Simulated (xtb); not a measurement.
BClH2OS, SMILES B(O)(Cl)S. All values are semi-empirical tight-binding results from xtb (GFN2-xTB unless named), good for trends rather than for accurate numbers. Geometry optimised at GFN2-xTB. Other conformers were not sampled.

Optimised geometry:

Bonded distances (Å): B1–Cl2 1.748, B1–O3 1.335, B1–S5 1.804, O3–H4 0.959, S5–H6 1.326. Angles (°): Cl2–B1–O3 121.9, Cl2–B1–S5 120.2, O3–B1–S5 117.9, B1–O3–H4 119.2, B1–S5–H6 95.4.

Computed properties:
The point group as xtb finds it is Cs, the orbital gap is 4.90 eV and the zero-point energy comes out as 17.4 kcal/mol. The G − E(el) at 298.15 K (modified RRHO) is -0.7 kcal/mol and the static polarisability (D4 model) is 53.0 bohr³. The solvation energy, GFN2-xTB/ALPB(water) is -6.6 kcal/mol and the solvation energy, GFN2-xTB/ALPB(chcl3) is -5.7 kcal/mol.

Computed atomic charges and the Wiberg bond orders between heavy atoms:
charges (e) B1 0.47, Cl2 -0.28, O3 -0.44, H4 0.33, S5 -0.27, H6 0.19. Bond orders B1–Cl2 1.00, B1–O3 1.26, B1–S5 1.13.
